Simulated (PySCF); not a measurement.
## Electron correlation in Te (tellurium, neutral)

[Kr] 4d10 5s2 5p3 6s1, high-spin 5S determinant (an excited configuration). Computed with PySCF 2.14 in aug-cc-pwCVTZ-PP with ECP28MDF (8s7p6d4f1g, 96 functions), with a scalar-relativistic core potential. Frozen: 4s2 4p6 4d10; 6 electrons correlated.

| level | correlation energy (mhartree) |
| --- | --- |
| CCSD | -90.67 |
| (T) | -3.61 |
| CCSD(T) | -94.28 |

Diagnostics: T1 = 0.012, D1 = 0.0396, largest double amplitude 0.038.

The outer electron is Rydberg-like, and this basis confines it to a smaller radius and binds it less than a complete one would.

Cost of the coupled-cluster step: roughly 11 core-seconds, for 6 correlated electrons.
